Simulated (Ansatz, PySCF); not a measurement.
Stretching the Si1–H2 bond in H4Si2 (SMILES [SiH][SiH3]) (multiplicity 1 held, fragments rigid). Energies count from the point at 1.524 Å.
Geometry at that point (charge 0, multiplicity 1):
```xyz
6

Si    -0.00339     1.03724     0.82595
H     -0.44387     1.86151    -0.37737
Si     0.02919    -0.89104    -0.59790
H      0.97945    -0.66055    -1.72119
H     -1.32622    -1.10029    -1.17841
H      0.42941    -2.14745     0.08431
```

R- and RO- levels are restricted; in cc, def2 and unpolarised 6-31G sets they are followed outwards from rest. Unrestricted levels (U-) break spin symmetry where that is lower. Active spaces are followed from a long bond inwards. Left out are points that failed, MP2 points that dive below the minimum, coupled-cluster points behind a jump of the amplitudes or a sharp parting from full CI or MRCI, small-basis points behind a change of solution, and semi-empirical points at long bonds. Curves can end on different states.

Correlated levels freeze the cores. Rows in 6-31G* carry no dispersion term and start afresh at each structure (6-31G* with six Cartesian d functions).

The values were computed with Ansatz (Gaussian basis) for Hartree–Fock, density functionals and correlated methods; PySCF for 6-31G* rows. Each number belongs to the level named beside it.

Energies in eV.

```csv
R (Å),U-HF/6-31G*,R-PBE/cc-pV(T+d)Z,R-B3LYP/6-31G*,"FIC-MRCISD+Q on CASSCF(2,2)/cc-pV(T+d)Z"
1.219,1.14,1.19,1.21,1.12
1.371,0.19,0.25,0.25,0.21
1.524,0.00,0.00,0.00,0.00
1.676,0.20,0.10,0.12,0.14
1.828,0.58,0.39,0.43,0.46
2.057,1.29,0.94,1.01,1.04
2.285,1.88,1.52,1.62,1.63
2.666,2.30,2.37,2.53,2.41
3.047,2.45,3.03,3.25,2.91
3.504,2.51,3.59,3.90,3.19
4.114,2.53,4.05,4.46,3.31
4.876,left out,4.34,left out,3.34
```

Doubts at one or more of the structures used: a spin-contaminated determinant (U-HF/6-31G*); a restricted determinant that unrestricted orbitals would lower (R-PBE/cc-pV(T+d)Z, R-B3LYP/6-31G*).

Ansatz is an electronic-structure program.
